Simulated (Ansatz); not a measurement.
`[F][Sn]([F])[I]`, charge 0, multiplicity 2.

Problem. Give a relaxed structure at PBE0-D4/def2-TZVP (Ansatz 0.2.0). (Estimate.)

Solution. Ansatz gave: 
Cartesian coordinates in Å:
```
F -1.0676 0.8609 1.2521
Sn -0.4908 0.0611 -0.3912
F 0.7902 1.3492 -1.0017
I 0.7681 -2.2713 0.1408
```
Point group Cs.
